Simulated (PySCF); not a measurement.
A structure optimised at PBE-D3(BJ)/def2-SVP, used in a PySCF frequency run:

```xyz
11

Sn     0.0000     0.0000    -0.4073
P     -2.0299     1.3392     0.3770
P     -0.1449    -2.4276     0.3770
P      2.1748     1.0883     0.3770
H      0.0000     0.0000    -2.1446
H     -1.5593     1.3276     1.7411
H     -1.3780     2.5983     0.1059
H     -0.3701    -2.0142     1.7411
H     -1.5612    -2.4926     0.1059
H      2.9392    -0.1057     0.1059
H      1.9294     0.6866     1.7411
```
Charge 0, spin multiplicity 1.

Problem. Write its SMILES, formula and point group.

Solution. [PH2][SnH]([PH2])[PH2], H₇P₃Sn, C3

Problem. What are its rotational constants (standard atomic weights)?

Solution. 1.4843, 1.4843, 0.85893 GHz
